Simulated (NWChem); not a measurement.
# C2H4Si; SMILES [SiH3]C#C

Computed with NWChem. The level has its own optimisation; frequencies are unscaled.

Problem. What does the run give for B3LYP/3-21G? Quantities: r C–Si (Å); r H–Si (Å); r C–C (Å); r C–H (Å); highest harmonic frequency (cm⁻¹); lowest (cm⁻¹); zero-point energy (kcal/mol); dipole (D).

Solution. 
| Item | Value |
|---|---|
| r C–Si (Å) | 1.855 |
| r H–Si (Å) | 1.494 |
| r C–C (Å) | 1.211 |
| r C–H (Å) | 1.063 |
| highest harmonic frequency (cm⁻¹) | 3483 |
| lowest (cm⁻¹) | 295 |
| zero-point energy (kcal/mol) | 27.5 |
| dipole (D) | 0.27 |
